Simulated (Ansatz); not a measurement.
A geometry relaxed with Ansatz (a program for electronic structure) with B3LYP-D3(BJ)/def2-TZVP, charge 0, multiplicity 1:

```xyz
8

N     -1.5107    -0.3756     0.1217
H     -1.5461    -1.3415     0.4065
H     -2.4447    -0.0110     0.0211
Al    -0.0458     0.5788    -0.1701
H      2.4193     0.3333    -0.1159
N      1.5530    -0.1587     0.0355
H     -0.1648     2.0835    -0.6129
H      1.7399    -1.1088     0.3142
```

Write the SMILES of this molecule.

`[NH2][AlH][NH2]`
